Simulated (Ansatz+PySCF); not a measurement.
The numbers below are computed, except where a source is named.
Input for PySCF 2.14.0:

```python
from pyscf import gto, scf, cc

mol = gto.M(atom="""
Ca 0.000000 0.000000 0.000000
O 0.000000 0.000000 1.900000
""", basis='sto-3g', charge=0, spin=0)
mf = scf.RHF(mol)
mf.kernel()
mycc = cc.CCSD(mf, frozen=10).run()
et = mycc.ccsd_t()
print(mf.e_tot, mycc.e_corr, et, mycc.e_tot + et)
```

The script is written out from the run's settings.

Results

```json
{
  "Converged": "yes",
  "Reference energy": "-743.60194 hartree",
  "CCSD correlation energy": "-0.14316 hartree",
  "Triples correction": "-0.01655 hartree",
  "Total energy": "-743.76165 hartree",
  "Spin squared of the determinant": "0.000"
}
```

Caution: large amplitudes, a single reference is doubtful; an unrestricted determinant lies well below.
